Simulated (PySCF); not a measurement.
How methods differ on the ionisation energy of Pt³⁺

Pt³⁺ [Xe] 4f14 5d7 [5d3/2^4 5d5/2^3, M_J = 9/2] → Pt⁴⁺ [Xe] 4f14 5d6 [5d3/2^4 5d5/2^2, M_J = 4], as a difference of total energies. Computed with PySCF 2.14 in x2c-TZVPall-2c, with the two-component X2C-1e Hamiltonian. Correlated levels: [Kr] 4d10 4f14 frozen; the 34 highest virtual spinors dropped. "Screened" scales the spin-orbit matrix elements by Boettger's factors to mimic the two-electron term; Breit and QED terms are absent.

```json
{"method": "GHF (spin-free)", "ionisation energy (eV)": "42.646"}
{"method": "GMP2 (spin-free)", "ionisation energy (eV)": "43.658"}
{"method": "GHF (screened spin-orbit)", "ionisation energy (eV)": "42.750"}
{"method": "GMP2 (screened spin-orbit)", "ionisation energy (eV)": "43.745"}
```

How much does correlation contribute at GMP2 (screened spin-orbit)?

43.745 − (42.750) = 0.995 eV, measured against GHF (screened spin-orbit).

The spin-free rows relax to the high-spin LS determinant and lack the spin-orbit shift.

Errors of the correlated levels include the incompleteness of this basis and the frozen core.

The labels give the starting determinants; with spin-orbit coupling the two ends relaxed to ⟨J²⟩ = 24.76, ⟨L²⟩ = 13.32, ⟨S²⟩ = 3.49 and ⟨J²⟩ = 20.03, ⟨L²⟩ = 7.11, ⟨S²⟩ = 5.57.

For comparison: 43 ± 1.7 eV (theoretical estimate listed by NIST; NIST Atomic Spectra Database, ionization energies).
